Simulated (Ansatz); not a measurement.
Consider the redistribution: `CO[SiH](F)OC` + `N#C[SiH2]P` → `CO[SiH](F)C#N` + `CO[SiH2]P`.

Calculated with Ansatz (gas phase, PBE0-D4/def2-TZVP geometries, no zero-point term in ΔE). CCSD(T)/CBS is the MP2 limit (def2-TZVPP, def2-QZVPP) plus CCSD(T) − MP2 in def2-TZVPP, frozen cores. Functionals use def2-TZVPP. B3LYP here is the variant with VWN-RPA as its local correlation; programs differ in this. Each species was taken in one conformer, which may not be the lowest.

`CO[SiH](F)OC`:

```xyz
13

C    -0.563   -1.996    0.941
O     0.062   -0.995    0.167
Si   -0.695    0.134   -0.720
F    -1.828    0.790    0.195
O     0.383    1.234   -1.195
C     1.345    1.878   -0.384
H    -1.090   -2.716    0.305
H    -1.274   -1.565    1.651
H     0.210   -2.528    1.496
H    -1.360   -0.398   -1.919
H     0.868    2.595    0.291
H     2.032    2.415   -1.038
H     1.910    1.153    0.209
```

`N#C[SiH2]P`:

Cartesian coordinates in Å:
```
N 1.860 0.676 2.170
C 1.336 0.488 1.162
Si 0.453 0.166 -0.432
P -1.740 0.076 0.047
H 1.039 -1.075 -0.990
H 0.732 1.316 -1.322
H -1.633 -1.223 0.614
H -2.046 -0.424 -1.249
```

`CO[SiH](F)C#N`:

```xyz
10

C     0.798    0.484   -1.269
O    -0.532    0.244   -0.841
Si   -1.057    0.013    0.659
F    -0.946    1.317    1.555
C     0.038   -1.228    1.491
N     0.726   -2.020    1.966
H     0.836    0.320   -2.345
H     1.499   -0.199   -0.781
H     1.088    1.514   -1.053
H    -2.449   -0.443    0.618
```

`CO[SiH2]P`:

Z-matrix (Å, degrees):
```
C
O 1 1.410
H 1 1.096 2 111.6
H 1 1.091 2 108.1 3 119.4
H 1 1.096 2 111.3 3 -121.4
Si 2 1.642 1 123.0 3 60.2
P 6 2.257 2 110.6 1 -61.6
H 6 1.482 2 105.4 1 174.8
H 6 1.492 2 110.9 1 55.5
H 7 1.420 6 94.4 2 -86.4
H 7 1.421 6 91.9 2 179.6
```

Is it downhill or uphill in electronic energy at CCSD(T)/CBS, and by how much? (Estimate.)

The calculation gave: Uphill: ΔE = +28.0 kJ/mol.

What do these levels give: PBE-D4, B3LYP-D4, ωB97M-V, B2PLYP, PBE0, B3LYP, HF/def2-TZVPP, MP2/def2-TZVPP, HF/def2-QZVPP, MP2/def2-QZVPP, SCS-MP2/def2-QZVPP, HF/CBS(def2)? (Estimate.)

Ansatz gave: PBE-D4 27.5, B3LYP-D4 27.9, ωB97M-V 28.7, B2PLYP 28.3, PBE0 30.0, B3LYP 29.3, HF/def2-TZVPP 30.6, MP2/def2-TZVPP 27.1, HF/def2-QZVPP 30.4, MP2/def2-QZVPP 26.9, SCS-MP2/def2-QZVPP 26.5, HF/CBS(def2) 30.4 kJ/mol.

Largest T1 diagnostic among the species: 0.014.
